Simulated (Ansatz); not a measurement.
Consider the redistribution: `C#[C][Zr]([Cl])([Cl])[Cl]` + `[F][InH][Cl]` → `[F][Zr]([Cl])([Cl])[Cl]` + `C#[C][InH][Cl]`.

Computed with Ansatz on PBE0-D4/def2-TZVP structures; ΔE is electronic, products minus reactants. CBS: MP2 limit from def2 TZ/QZ plus the TZ coupled-cluster correction, frozen cores. Functionals use def2-TZVPP. B3LYP here is the variant with VWN-RPA as its local correlation; programs differ in this. def2 core potentials past Kr. For In, Zr outer-core shells are correlated without core-valence functions, which leaves a few kJ/mol of doubt a bond.

CCSD(T)/CBS gives -111.6 kJ/mol.

(1) Another level gave -117.9 kJ/mol. Which?
A. BLYP-D4/def2-TZVPP
B. B3LYP-D4/def2-TZVPP
C. HF/def2-TZVPP
D. LC-ωPBE/def2-TZVPP

(2) What do rigid-rotor, harmonic-oscillator terms from PBE0-D4/def2-TZVP frequencies (298.15 K, 1 bar) make of the CCSD(T)/CBS value? (Best estimate.)

Largest T1 diagnostic among the species: 0.016.

Results:

(1) C. HF/def2-TZVPP -117.9, BLYP-D4 -103.5, B3LYP-D4 -109.3, LC-ωPBE -129.1 kJ/mol.

(2) The calculation gave: ΔZPE = +1.6 kJ/mol, ΔH = -110.8 kJ/mol, ΔS = -7 J/(mol·K), ΔG = -108.8 kJ/mol.

From PBE to PBE0 (25 % exact exchange), in def2-TZVPP and without D4, ΔE moves by −5.5 kJ/mol. Leaving LDA and LC-ωPBE aside and taking each functional with its dispersion term where it has one, the values, not all of them listed here, spread over 17.8 kJ/mol, from ωB97X-V to BLYP-D4. LDA lies −8.6 kJ/mol from PBE without D4. At CCSD(T), def2-SVP lies −5.4 kJ/mol from the extrapolated value and def2-TZVPP −4.3 kJ/mol.
